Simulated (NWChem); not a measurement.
System: GeHOBr, singlet; SMILES [OH][Ge][Br]

Excerpt of the output:

```
             Northwest Computational Chemistry Package (NWChem) 7.3.0
             --------------------------------------------------------

 CS  symmetry detected

                             Geometry "geometry" -> ""
                             -------------------------

 Output coordinates in angstroms (scale by  1.889725989 to convert to a.u.)

  No.       Tag          Charge          X              Y              Z
 ---- ---------------- ---------- -------------- -------------- --------------
    1 Ge                  32.0000     0.41269734     0.98238284     0.00000000
    2 Br                  35.0000    -0.04555545    -1.32111310     0.00000000
    3 O                    8.0000    -1.28242055     1.53764587     0.00000000
    4 H                    1.0000    -1.35250976     2.50154070     0.00000000

 Effective nuclear repulsion energy (a.u.)     392.1015480754

      Symmetry information
      --------------------

 Group name             Cs
 Group number              2
 Group order               2
 No. of unique centers     4

  pbe96 is a nonlocal functional; adding pw91lda local functional.

                                 NWChem DFT Module
                                 -----------------

 Summary of "ao basis" -> "ao basis" (spherical)
 ------------------------------------------------------------------------------
       Tag                 Description            Shells   Functions and Types
 ---------------- ------------------------------  ------  ---------------------
 Ge                        def2-tzvp                16       48   6s5p4d1f
 Br                        def2-tzvp                16       48   6s5p4d1f
 O                         def2-tzvp                11       31   5s3p2d1f
 H                         def2-tzvp                 4        6   3s1p

      Symmetry analysis of basis
      --------------------------

        a'         90
        a"         43

            General Information
            -------------------
          SCF calculation type: DFT
          Wavefunction type:  closed shell.
          No. of atoms     :     4
          No. of electrons :    76
           Alpha electrons :    38
            Beta electrons :    38
          Charge           :     0
          Spin multiplicity:     1
          Use of symmetry is: on ; symmetry adaption is: on
          Maximum number of iterations: 150
          AO basis - number of functions:   133
                     number of shells:    47
          Convergence on energy requested:  1.00D-06
          Convergence on density requested:  1.00D-05
          Convergence on gradient requested:  5.00D-04

              XC Information
              --------------
                        RevPBE Exchange Functional  1.000
            Perdew 1991 LDA Correlation Functional  1.000 local
           PerdewBurkeErnz. Correlation Functional  1.000 non-local

             Grid Information
             ----------------
          Grid used for XC integration:  medium
          Radial quadrature: Mura-Knowles
          Angular quadrature: Lebedev.
          Tag              B.-S. Rad. Rad. Pts. Rad. Cut. Ang. Pts.
          ---              ---------- --------- --------- ---------
          Ge                  1.25      112           9.0       590
          Br                  1.15      112          11.0       590
          O                   0.60       49          10.0       434
          H                   0.35       45          11.0       434
          Grid pruning is: on
          Number of quadrature shells:   318
          Spatial weights used:  Erf1

      Superposition of Atomic Density Guess
      -------------------------------------

 Sum of atomic energies:       -4722.98917887

      Non-variational initial energy
      ------------------------------

 Total energy =   -4723.362075
 1-e energy   =   -7363.799924
 2-e energy   =    2248.336300
 HOMO         =      -0.285177
 LUMO         =      -0.037787

      Symmetry analysis of molecular orbitals - initial
      -------------------------------------------------

  Numbering of irreducible representations:

     1 a'          2 a"

  Orbital symmetries:

     1 a'          2 a'          3 a'          4 a'          5 a'
     6 a"          7 a'          8 a'          9 a'         10 a"
    11 a'         12 a'         13 a'         14 a'         15 a"
    16 a'         17 a'         18 a'         19 a"         20 a'
    21 a'         22 a"         23 a'         24 a"         25 a'
    26 a'         27 a'         28 a"         29 a"         30 a'
    31 a'         32 a'         33 a'         34 a'         35 a"
    36 a"         37 a'         38 a'         39 a"         40 a'
    41 a'         42 a'         43 a'         44 a'         45 a"
    46 a'         47 a"         48 a'

     ---------------------------------------------
      Total Density - Mulliken Population Analysis
     ---------------------------------------------

    Atom       Charge   Shell Charges
 -----------   ------   -------------------------------------------------------
    1 Ge  32    30.98   2.00  2.00  1.18  0.78  0.99  0.97  5.98  4.40  1.59  0.58  0.35  8.92  1.09  0.04  0.07  0.04
    2 Br  35    35.54   2.00  2.00  1.16  0.78  1.01  0.99  6.00  5.94  1.31  2.97  1.34  8.98  1.02 -0.01  0.03  0.00
    3 O    8     8.92   0.79  1.18  0.60  0.96  0.25  2.03  2.20  0.90  0.00  0.01  0.00
    4 H    1     0.57   0.20  0.26  0.07  0.04

   convergence    iter        energy       DeltaE   RMS-Dens  Diis-err
 ---------------- ----- ----------------- --------- --------- ---------
 d= 0,ls=0.0,diis     1  -4726.5726270148 -5.12D+03  1.36D-02  1.74D+00
 d= 0,ls=0.0,diis     2  -4725.6122917204  9.60D-01  1.15D-02  8.98D+00
 d= 0,ls=0.0,diis     3  -4726.6203797135 -1.01D+00  4.43D-03  6.91D-01
 d= 0,ls=0.0,diis     4  -4726.6682577679 -4.79D-02  3.11D-03  1.47D-01
 d= 0,ls=0.0,diis     5  -4726.6845915840 -1.63D-02  9.75D-04  3.30D-02
  Resetting Diis
 d= 0,ls=0.0,diis     6  -4726.6887648963 -4.17D-03  1.06D-04  1.75D-03
 d= 0,ls=0.0,diis     7  -4726.6888588709 -9.40D-05  1.42D-04  1.03D-04
 d= 0,ls=0.0,diis     8  -4726.6887821573  7.67D-05  9.23D-05  8.78D-04
 d= 0,ls=0.0,diis     9  -4726.6888706598 -8.85D-05  1.22D-05  6.40D-06
 d= 0,ls=0.0,diis    10  -4726.6888710473 -3.87D-07  4.19D-06  9.22D-07

         Total DFT energy =    -4726.688871047271
      One electron energy =    -7363.787412134719
           Coulomb energy =     2423.910541644852
    Exchange-Corr. energy =     -178.913548632801
 Nuclear repulsion energy =      392.101548075396

 Numeric. integr. density =       76.000000948850

                  Occupations of the irreducible representations
                  ----------------------------------------------

                     irrep           alpha         beta
                     --------     --------     --------
                     a'               28.0         28.0
                     a"               10.0         10.0

                       DFT Final Molecular Orbital Analysis
                       ------------------------------------

 Vector   36  Occ=2.000000D+00  E=-2.618505D-01  Symmetry=a"
              MO Center= -1.5D-01, -9.2D-01,  1.6D-15, r^2= 2.4D+00
   Bfn.  Coefficient  Atom+Function         Bfn.  Coefficient  Atom+Function
  ----- ------------  ---------------      ----- ------------  ---------------
    66      0.484958  2 Br pz                60     -0.332049  2 Br pz
    63      0.298177  2 Br pz                69      0.287406  2 Br pz
   104     -0.164202  3 O  pz               107     -0.136332  3 O  pz
   110     -0.111533  3 O  pz                57      0.101391  2 Br pz
    18      0.067415  1 Ge pz                21      0.051374  1 Ge pz

 Vector   37  Occ=2.000000D+00  E=-2.588463D-01  Symmetry=a'
              MO Center=  3.0D-02, -9.2D-01, -2.4D-15, r^2= 2.5D+00
   Bfn.  Coefficient  Atom+Function         Bfn.  Coefficient  Atom+Function
  ----- ------------  ---------------      ----- ------------  ---------------
    64      0.420054  2 Br px                58     -0.286306  2 Br px
    61      0.256649  2 Br px                65     -0.250222  2 Br py
    67      0.242915  2 Br px                 6      0.186327  1 Ge s
    59      0.168472  2 Br py                62     -0.151217  2 Br py
    68     -0.151759  2 Br py                16      0.130084  1 Ge px

 Vector   38  Occ=2.000000D+00  E=-2.344836D-01  Symmetry=a'
              MO Center=  1.1D-01,  3.2D-01, -8.7D-15, r^2= 4.0D+00
   Bfn.  Coefficient  Atom+Function         Bfn.  Coefficient  Atom+Function
  ----- ------------  ---------------      ----- ------------  ---------------
     6      0.459792  1 Ge s                  5      0.294991  1 Ge s
    64     -0.278337  2 Br px               102     -0.223696  3 O  px
    16      0.212852  1 Ge px                65     -0.212342  2 Br py
    58      0.193654  2 Br px                67     -0.188794  2 Br px
   105     -0.183268  3 O  px                61     -0.177525  2 Br px

 Vector   39  Occ=0.000000D+00  E=-1.121781D-01  Symmetry=a"
              MO Center=  3.4D-01,  8.5D-01, -1.9D-15, r^2= 3.1D+00
   Bfn.  Coefficient  Atom+Function         Bfn.  Coefficient  Atom+Function
  ----- ------------  ---------------      ----- ------------  ---------------
    21      0.625239  1 Ge pz                18      0.499217  1 Ge pz
    12     -0.212888  1 Ge pz               104     -0.179189  3 O  pz
   110     -0.174292  3 O  pz                69     -0.172940  2 Br pz
    66     -0.158784  2 Br pz               107     -0.142876  3 O  pz
    60      0.112835  2 Br pz                63     -0.110848  2 Br pz

[...]
```

Level: revPBE/def2-TZVP. Low-valent species are run as closed-shell singlets; no triplet was tried in these runs. Structure relaxed at the PBE0/def2-SVP level.

Q: Reconstruct the input file.

A: One answer among several that fit: the input that was run:
```
start job
memory heap 200 mb stack 900 mb global 1100 mb
geometry units angstroms noautoz
  Ge     0.335304     1.004555     0.000000
  Br     0.018009    -1.322549     0.000000
  O     -1.390449     1.455685     0.000000
  H     -1.519037     2.413532     0.000000
end
basis spherical
  Ge library def2-tzvp
  Br library def2-tzvp
  O library def2-tzvp
  H library def2-tzvp
end
dft
  xc revpbe cpbe96
  iterations 150
  mulliken
end
task dft energy
```
